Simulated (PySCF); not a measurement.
difluoromethyl(methyl)silane (C2H6F2Si), SMILES C[SiH2]C(F)F. Atoms are numbered in the order given.

```xyz
11

C      0.9619     1.7562     0.0000
Si    -0.7061     0.8989     0.0000
C     -0.3725    -0.9970     0.0000
F      0.3722    -1.3163    -1.1086
F      0.3722    -1.3163     1.1086
H      1.5361     1.4591     0.8913
H      0.8563     2.8520     0.0000
H      1.5361     1.4591    -0.8913
H     -1.5073     1.2179    -1.2163
H     -1.5073     1.2179     1.2163
H     -1.2647    -1.6510     0.0000
```

Coordinates come from a B3LYP-D3(BJ)/def2-SVP optimisation. One conformer was computed; it need not be the lowest.

These are SMD-PBE0/def2-SVP (PySCF) values and carry that method's errors.

Solvation free energies are E(SMD) − E(gas) at the gas-phase geometry, for 1 M in both phases. In vacuum the dipole moment is 1.54 D.

```json
[
 {"solvent": "water", "ΔG(solv) (kcal/mol)": "1.1", "its non-electrostatic (CDS) part": "4.6", "dipole (D)": "1.82"},
 {"solvent": "dichloromethane", "ΔG(solv) (kcal/mol)": "-2.7", "its non-electrostatic (CDS) part": "0.3", "dipole (D)": "1.78"},
 {"solvent": "ethanol", "ΔG(solv) (kcal/mol)": "-2.7", "its non-electrostatic (CDS) part": "0.7", "dipole (D)": "1.81"}
]
```
